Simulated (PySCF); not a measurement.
Computed shifts of a molecule C4H7FO, PBE0/pcSseg-1 (PySCF), GIAO, gas phase, equivalent atoms averaged, in ppm (number of nuclei): ¹³C: 106.7 (1), 57.1 (1), 16.7 (1), 14.2 (1). ¹⁹F: -176.0 (1). ¹H: 3.75 (3), 1.47 (1), 1.29 (1), 1.28 (1), 1.17 (1). References: ¹³C against TMS (σ = 186.3 ppm); ¹⁷O against H2O (σ = 334.2 ppm); ¹⁹F against CFCl3 (σ = 167.2 ppm); ¹H against TMS (σ = 31.56 ppm), references at their B3LYP-D3(BJ)/def2-TZVP geometries, non-relativistic. Geometry: B3LYP-D3(BJ)/def2-SVP. Other conformers were not sampled.

**Question.** Which structure fits?
(A) CC(C)(F)C=O
(B) OC[C@H]1C[C@@H]1F
(C) C/C=C(\F)OC
(D) COC1(F)CC1

**Answer.** D, COC1(F)CC1
